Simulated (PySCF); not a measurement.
H8NPSi2.
SMILES: `[SiH3]N[SiH2]P`

Vertical excitations from PySCF (density fitting, frozen core in the response, grid level 2 and gas phase unless stated; continuum runs use non-equilibrium linear response for the excitations) on a GFN2-xTB geometry. Reference run:

```tsv
settings	S1, eV (f)	S2, eV (f)	S3, eV (f)	S4, eV (f)	S5, eV (f)	S6, eV (f)	T1, eV (Tamm–Dancoff)	mean α (au)
PBE0/def2-SVPD, full TDDFT, 6 singlets	5.85 (0.001)	6.26 (0.060)	6.59 (0.007)	6.69 (0.012)	6.92 (0.082)	6.94 (0.053)	5.45	89.2
```

Task: What do these settings give: (1) PBE0/Sadlej pVTZ, start guess atom, TDA, 3 singlets; (2) B97-D/pcSseg-0, IEF-PCM chloroform, full TDDFT, 12 singlets?

Result: 
```
                                                   settings    S1, eV (f)    S2, eV (f)    S3, eV (f)    S4, eV (f)    S5, eV (f)    S6, eV (f)  T1, eV (Tamm–Dancoff)  mean α (au)
        PBE0/Sadlej pVTZ, start guess atom, TDA, 3 singlets  5.66 (0.002)  6.17 (0.053)  6.26 (0.016)             –             –             –                   5.36         91.4
B97-D/pcSseg-0, IEF-PCM chloroform, full TDDFT, 12 singlets  5.34 (0.002)  6.18 (0.063)  6.22 (0.018)  6.26 (0.057)  6.70 (0.008)  7.05 (0.012)                   5.10         90.3
```

(1) S1 moves by -0.19 eV; basis and response scheme change together, so the shift can't be laid on one. (2) S1 moves by -0.51 eV; functional, basis and environment change together, so the shift can't be laid on one. States are counted by energy in each run and needn't keep their character from row to row.

Task: Give the leading configurations of S1 (H = HOMO, L = LUMO) and the HOMO–LUMO gap of each run.

Result: 
| settings | S1 configurations (weight) | S1 (eV) | orbital gap (eV) | S1 − gap (eV) |
| --- | --- | --- | --- | --- |
| PBE0/def2-SVPD, full TDDFT, 6 singlets | H→L 0.91 | 5.85 | 7.20 | -1.35 |
| PBE0/Sadlej pVTZ, start guess atom, TDA, 3 singlets | H→L 0.95 | 5.66 | 6.95 | -1.29 |
| B97-D/pcSseg-0, IEF-PCM chloroform, full TDDFT, 12 singlets | H→L 0.99 | 5.34 | 5.22 | +0.12 |

The species at its GFN2-xTB geometry (one conformer only).

Conformer computed: `[SiH3:1][NH:2][SiH2:3][PH2:4]`: Si1–N2–Si3–P4 -175°, H–P4–Si3–N2 180°, H–P4–Si3–N2 -87°.
